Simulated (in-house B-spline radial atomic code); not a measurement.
Values are calculated unless marked as measured or tabulated.
**Ge ion on W atom: potential, deflection and energy transfer**

The pair potential comes from two frozen, spherical free-atom densities (PBE, B-spline radial code, scalar-relativistic past argon): electrostatics plus the change in Thomas-Fermi kinetic and Dirac exchange energy where they overlap, the recipe behind the universal ZBL potential, which averages such potentials (from solid-state densities) over many pairs. It is written V = (Z1 Z2 e²/r) φ(r/a), with e² = 14.3996 eV·Å and a = 0.46850 Å/(Z1^0.23 + Z2^0.23); ZBL's fit is φ = 0.18175 e^(−3.1998x) + 0.50986 e^(−0.94229x) + 0.28022 e^(−0.4029x) + 0.02817 e^(−0.20162x). Where φ falls below 4e-4 it is continued as an exponential.

Masses 72.63 and 183.84 u.

```
x = r/a  φ, this pair     φ, ZBL
    0.1        0.8832     0.8928
   0.25        0.7563     0.7647
    0.5        0.6043     0.6096
      1        0.4119     0.4164
    1.5        0.2951     0.2995
      2         0.218     0.2218
      3        0.1266     0.1292
      4       0.07758    0.08026
      5       0.05009    0.05224
    6.5       0.02728    0.02914
      8       0.01558    0.01705
     10      0.008035   0.008778
     12      0.004439    0.00474
   14.5      0.002272   0.002328
     17      0.001229   0.001212
     20     0.0006038  0.0005882
```

Task: At x = 1 the electrostatic, kinetic and exchange parts are 101834.53, 46514.06 and -1132.84 eV. Find r, V and φ.

Result: a = 0.46850/(2.2191 + 2.6911) = 0.09541 Å, so r = 0.09541 Å. V = 101834.53 + 46514.06 + (-1132.84) = 147215.75 eV. The bare repulsion is 32 × 74 × 14.3996/0.09541 = 357370 eV, so φ = 0.4119, -1.1 % against ZBL's 0.4164. The kinetic (Pauli) term is 32 % of V here.

Task: The ion comes in at 49.86 keV with impact parameter 0.1908 Å. The scattering integral gives a centre-of-mass angle of 56.99° and a closest approach of 2.815 a. What are the reduced energy, the energy passed on and the laboratory angles?

Result: ε = E a M2/(Z1 Z2 e² (M1 + M2)) = 49860 × 2.0058e-06 = 0.1. The most that one collision can pass on is γE with γ = 4 M1 M2/(M1 + M2)² = 0.8120. Here T = γE sin²(θ/2) = 0.8120 × 49860 × 0.2276 = 9213 eV. The ion turns by arctan(sin θ/(cos θ + M1/M2)) = 41.7°, and the struck atom leaves at (180° − θ)/2 = 61.5°. The closest approach is 0.269 Å. With ZBL the angle would be 57.39° and T = 9334 eV.
